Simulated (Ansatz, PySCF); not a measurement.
C₂H₇Al, charge -1, doublet, at a GFN2-xTB geometry (such geometries of metal compounds can be far from the true shape) (a state made from the parent by changing its charge; the spin is typed, not shown lowest). Base run: CCSD(T)/6-31G* run with PySCF.

PySCF was given this input:
```python
from pyscf import gto, scf, cc

mol = gto.Mole()
mol.atom = '''
    Al    0.729791   -0.114475   -0.084578
    C    -0.720476   -1.528481    0.402992
    H    -0.329936   -2.556121    0.338070
    H    -1.604100   -1.510800   -0.252707
    H    -1.113299   -1.430720    1.427738
    C    -0.272820    1.711438   -0.119545
    H     0.372405    2.527080   -0.481753
    H    -0.633440    2.042261    0.867613
    H    -1.156798    1.726549   -0.774829
    H     0.937660   -0.407813   -1.725299
'''
mol.basis = '6-31g*'
mol.charge = -1
mol.spin = 1
mol.verbose = 4
mol.build()

mf = scf.UHF(mol)
mf.kernel()

mycc = cc.CCSD(mf)
mycc.kernel()
et = mycc.ccsd_t()
print('E(CCSD(T)) = %.10f' % (mycc.e_tot + et))
```

The same geometry, method and basis name were run in Ansatz (an electronic-structure program) and PySCF, at each program's defaults and at the settings that a row names. The base is PySCF at its defaults. Differences at the defaults can come from grids, fitting, cores and function types together.

| code and settings | ΔE vs base (mEh) | basis functions | E (Eh) | SCF cycles |
|---|---|---|---|---|
| PySCF, defaults (exact integrals, spherical functions, all electrons correlated) | 0.000 | 60 | -322.05624 | 12 |
| Ansatz, defaults (factorised integrals, Cartesian functions, frozen core) | 6.800 | 63 | -322.04944 | - |
| PySCF, frozen core | 10.521 | 60 | -322.04571 | 12 |
| Ansatz, high accuracy, frozen core, Cartesian functions as the basis file defines them | 6.796 | 63 | -322.04944 | - |

Open shells are given as the SCF converged; they aren't shown to be the lowest states, and a large step between rows can be another state.
